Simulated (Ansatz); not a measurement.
Ansatz (a first-principles code) input:

Ansatz 0.2 input:
```yaml
crystal:
  periodic: [false, false, false]
  atoms:
    - {symbol: C, position_ang: [-3.17117838, -0.89947288, 0.73249435]}
    - {symbol: C, position_ang: [-2.34127852, -0.37361522, -0.16080218]}
    - {symbol: C, position_ang: [-1.22137835, 0.54242604, 0.17791778]}
    - {symbol: Se, position_ang: [0.51151061, -0.39870466, -0.09702058]}
    - {symbol: C, position_ang: [1.60360822, 1.14547987, -0.34496987]}
    - {symbol: C, position_ang: [2.89298338, 1.20188952, -0.03677966]}
    - {symbol: H, position_ang: [-3.08065457, -0.67580917, 1.78934274]}
    - {symbol: H, position_ang: [-3.96902766, -1.56872824, 0.43891876]}
    - {symbol: H, position_ang: [-2.44718493, -0.62815570, -1.21082661]}
    - {symbol: H, position_ang: [-1.26793147, 0.87972314, 1.21070868]}
    - {symbol: H, position_ang: [-1.19154002, 1.40517254, -0.48758708]}
    - {symbol: H, position_ang: [1.10114812, 1.97958641, -0.82258515]}
    - {symbol: H, position_ang: [3.40855784, 0.38270519, 0.44865183]}
    - {symbol: H, position_ang: [3.47873368, 2.08122027, -0.27508632]}
basis:
  gaussian:
    orbitals: def2-TZVPD
hamiltonian:
  xc: {name: PBE}
total_charge: 1
magnetization: {spin_polarized: true, initial_magnetization: 1}
```

Task: Which total energy does the run end on?

Result: -2595.99606 Eh (PBE/def2-TZVPD). The basis has 314 functions.

This state (charge 1, doublet) is run at the relaxed geometry of the species with charge 0 and multiplicity 1.
